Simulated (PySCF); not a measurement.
Species: C4H10O2SSi2.
SMILES with atom numbers: `[CH3:1][S:2][Si@@H:3]1[C@H:4]([CH:5]=[O:6])[C@H:7]1[O:8][SiH3:9]`

NICS is the negative of the GIAO shielding at a point without a nucleus: at the ring centre (0) and 1 Å above and below it (1); zz is the component along the ring normal. Level: GIAO PBE0/pcSseg-1 (PySCF, non-relativistic, gas phase) on the GFN2-xTB geometry, one conformer.

Ring bond lengths (Å), with Mayer bond orders in brackets: Si3–C4 1.917 (0.82), C4–C7 1.539 (0.81), C7–Si3 1.882 (0.89).

Problem. Give the NICS values of each ring in ppm.

Solution. 
| ring | type | NICS(0) | NICS(1), two faces | NICS(1)zz, two faces | rms pucker (Å) | centre to ring atoms, mean (Å) |
| --- | --- | --- | --- | --- | --- | --- |
| Si3–C4–C7 | 3-membered ring with Si; formal bonds all single | -20.7 | -6.9 / -6.2 | -14.6 / -11.7 | 0.00 | 1.03 |

Problem. What can be read from them?

Solution. 
- Si3–C4–C7: mean NICS(1)zz -13.1 ppm, shielded. Si3, C4, C7 have four or more neighbours; no verdict on aromaticity is drawn. NICS(0) lies 14 ppm below the mean NICS(1).

Problem. How shielded are the nuclei of the rings and their hydrogens (means over atoms taken as equivalent)?

Solution. 
```
   atoms                  environment  σ isotropic (ppm)  principal values of the symmetric part, first atom (ppm)
     Si3                  SiH silicon              430.5                                       303.3, 355.0, 633.2
      C4  sp3 carbon bound to silicon              144.3                                       100.7, 129.9, 202.3
      C7   sp3 carbon bound to oxygen              122.3                                        80.9, 102.4, 183.7
H on Si3                Si–H hydrogen              27.38                                          21.9, 25.7, 34.5
 H on C4             methine hydrogen              29.28                                          26.0, 27.7, 34.2
 H on C7             methine hydrogen              27.07                                          22.6, 27.5, 31.2
```

Hardware: one thread, Arm Neoverse N1 (aarch64), shared host with 64 logical CPUs at a one-minute load of 61. Cost: 95 s of wall time, 1.1 GiB resident at most. This is the whole shielding run at PBE0/pcSseg-1, SCF included.

The values belong to the conformer `[CH3:1][S:2][Si@@H:3]1[C@H:4]([CH:5]=[O:6])[C@H:7]1[O:8][SiH3:9]`: C1–S2–Si3–C4 157°, Si3–C4–C5–O6 124°, C4–C7–O8–Si9 -74°.
